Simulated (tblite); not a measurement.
C6H8ClFO.
Atom-mapped SMILES: `[CH3:1][O:2][C@@H:3]1[CH2:4][C@:5]1([Cl:6])/[CH:7]=[CH:8]/[F:9]` (hydrogens: H10, H11, H12 on C1; H13 on C3; H14, H15 on C4; H16 on C7; H17 on C8)

Computed with GFN2-xTB (tblite), gas phase: nudged elastic band of 9 images (0 to 8), spring 0.2 eV/Å², climbing image at the end, force threshold 0.05 eV/Å. No saddle search or frequency run followed, so the top image need not be a first-order saddle, and its height can exceed the method's true barrier by a kcal/mol or more.

The band describes a rotation about C3–O2 (sp3 carbon bound to oxygen, ether oxygen), followed by the dihedral C5–C3–O2–C1, from the optimised start (88°) to a second optimised geometry at -155°.

Problem. Give the energy profile along the converged band.

Solution. 
```
image  dihedral (°)  E (kcal/mol)  C3–O2 (Å)  C5···C1 (Å)  largest true force (eV/Å)
    0            88          0.00      1.382         3.25                       0.01
    1           102          0.45      1.384         3.38                       0.04
    2           116          1.22      1.388         3.50                       0.04
    3           131          2.00      1.391         3.61                       0.04
    4           147          2.44      1.394         3.68                       0.03
    5           163          2.36      1.393         3.72                       0.03
    6           177          1.96      1.390         3.73                       0.03
    7          -168          1.53      1.388         3.72                       0.03
    8          -155          1.28      1.386         3.68                       0.01
```

Barriers of this band. The top is image 4 at 147°: 2.44 kcal/mol forward and 1.16 kcal/mol back; the end lies 1.28 kcal/mol above the start. The central bond is 0.012 Å longer at the top than at the start.

Problem. What rate follows at 250 K for crossing this barrier forward?

Solution. Taking the electronic barrier for the free energy of activation (no zero-point or entropy terms, transmission 1), rate = (kT/h)·exp(−ΔE/kT) ≈ 4 × 10^10 s⁻¹, whose inverse is 3 × 10^-11 s. An error of 1 kcal/mol in the barrier changes this by a factor of 7, and the method and the loose band can each miss by that much or more.

Problem. How would the two end points share their population at 250 K, from these energies alone?

Solution. exp(−ΔE/kT) with ΔE = 0.055 eV gives 0.078 for the higher one (end) against 1 for the lower, without vibrational, rotational or degeneracy terms. GFN2-xTB can put conformers this close in the wrong order.

Problem. How long is the path, and how are the images spaced?

Solution. Cartesian distances between aligned neighbours (all atoms, Å): 0.65, 0.64, 0.61, 0.60, 0.57, 0.55, 0.56, 0.62; the sum is 4.80 Å, and the top lies 52 % of the way along.

What follows is the cost of the whole band run. The run took 2.4 s on one thread, Arm Neoverse V2 (aarch64), on a shared host, and the process peaked at 0.19 GiB of memory.
